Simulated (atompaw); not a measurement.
**Pseudopotential generation for Mn (Z = 25): PAW (atompaw), LDA (PW92), scalar-relativistic.**

manganese (Mn), PAW, made with atompaw 4.2.0.5 (LDA (PW92), scalar-relativistic). Core [Ne] 3s2, reference 3p6 3d5 4s1.75 4p0.25. Waves: 4s (bound): rc 2.70 bohr; 4s channel at 0.15 Ry: rc 2.70 bohr; 3p (bound): rc 1.10 bohr; 4p (bound): rc 2.70 bohr; 3d (bound): rc 1.45 bohr; 3d channel at 0.05 Ry: rc 1.45 bohr. Local part: troulliermartins scheme with l = 3 at 0 Ry, radius 2.15 bohr. Core correction: smooth core density matched at 1.75 bohr. Augmentation charge: sinc compensation charge, radius 2.10 bohr; PAW radius 2.70 bohr; waves and projectors: custom polynom2 7 10 vanderbiltortho.

All-electron outer shells of the reference configuration (LDA (PW92), scalar-relativistic, ld1.x):

| shell | level (eV) | outermost node (bohr) | outermost maximum (bohr) |
| --- | --- | --- | --- |
| 2p | -630.17 | – | 0.19 |
| 3s | -85.83 | 0.34 | 0.74 |
| 3p | -54.92 | 0.31 | 0.75 |
| 3d | -7.42 | – | 0.75 |
| 4s | -5.56 | 1.05 | 2.47 |
| 4p | -1.69 | 1.16 | 3.34 |

(1) Estimate the cutoffs (Ry, on a coarse ladder) from which the occupation-weighted sum of valence levels, in a spherical-Bessel basis at the reference potential, stays within 10 and 1 mRy of its value at 400 Ry.

(2) Does the potential have ghost states?

(3) Is the overlap operator S = 1 + Σ q|β⟩⟨β| positive definite (Bessel basis up to 400 Ry)?

(4) Which valence shell sets the plane-wave cutoff?

Results:

(1) over 300 Ry and over 300 Ry.

(2) No extra level below or beside the all-electron valence levels (s, p, d, f tested). The logarithmic derivative shows an extra or strongly shifted pseudo pole above the reference energy (s near 1.51 Ry).

(3) Yes: its lowest eigenvalue is 0.60 (p channel).

(4) 3p: its level needs over 300 Ry to come within 1 mRy, against 260 Ry for 3d.
